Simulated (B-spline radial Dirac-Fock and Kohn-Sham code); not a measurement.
Run log: Os

ΔSCF core binding energies without Breit or QED terms, calculated with a B-spline atomic structure program.

Input (task.json):

```json
{"items": [{"Z": 76, "q": 0, "cfg": [[1, 0, 2], [2, 0, 2], [2, 1, 6], [3, 0, 2], [3, 1, 6], [3, 2, 10], [4, 0, 2], [4, 1, 6], [4, 2, 10], [4, 3, 14], [5, 0, 2], [5, 1, 6], [5, 2, 6], [6, 0, 2]], "A": 192, "rrms": 5.4126, "do": "settings", "holes": ["K", "L3", "M5"],
  "settings": [{"rel": "dirac", "method": "hf", "nuc": "fermi", "radius_factor": 1.0, "rmax": 45.0, "h": 0.18, "order": 8, "points": 10, "c_factor": 1.0, "maxit": 60, "damp": 0.5, "ndamp": 3, "tol": 1e-08}]}]}
```

Command: `python xray2_run.py task.json out`

Ground-state iterations:

```
iter   energy (Ha)        error
   1   -17269.53921393  1.35e+00
   2   -17269.59000148  1.59e-01
   3   -17271.01894466  3.26e-02
   4   -17271.03995794  5.48e-03
   5   -17271.04038713  1.49e-03
   6   -17271.04042023  1.35e-03
   7   -17271.04048564  1.13e-04
   8   -17271.04048691  5.56e-05
   9   -17271.04048721  8.74e-06
  10   -17271.04048723  2.21e-06
  11   -17271.04048723  2.87e-07
```

The ground state converged in 11 iterations, with total energy -17271.04049 Ha, virial ratio 1.88166 and highest orbital energy -7.87 eV. ΔSCF binding energies: K (1s) 74260.0 eV, L3 (2p3/2) 10913.1 eV, M5 (3d5/2) 1974.3 eV.
